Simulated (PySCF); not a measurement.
# How methods differ on the excitation energy of Mo+

Mo+ [Kr] 4d5 (6S) → Mo+ [Kr] 4d4 5s1 (6D), as a difference of total energies. All numbers are calculated (PySCF 2.14, scalar relativity by spin-free X2C-1e, in ANO-RCC-VTZP (7s6p4d2f1g, 68 functions)). Correlated levels: valence: [Kr] frozen. The calculations carry no spin-orbit coupling.

| method | excitation energy (eV) |
| --- | --- |
| UHF | 1.436 |
| MP2 (valence) | 1.664 |
| SCS-MP2 (valence) | 1.512 |
| CCSD (valence) | 1.661 |
| CCSD(T) (valence) | 1.666 |

Question: How much does correlation contribute at CCSD(T) (valence)?

Answer: 1.666 − (1.436) = 0.230 eV, measured against UHF.

Errors of the correlated levels include the incompleteness of this basis and the frozen core.

The basis was made for the ground configuration and has no added diffuse functions, so the excitation energy can come out too high.

For comparison: 1.587 eV (measured; NIST levels, between the centres of gravity of the two terms).
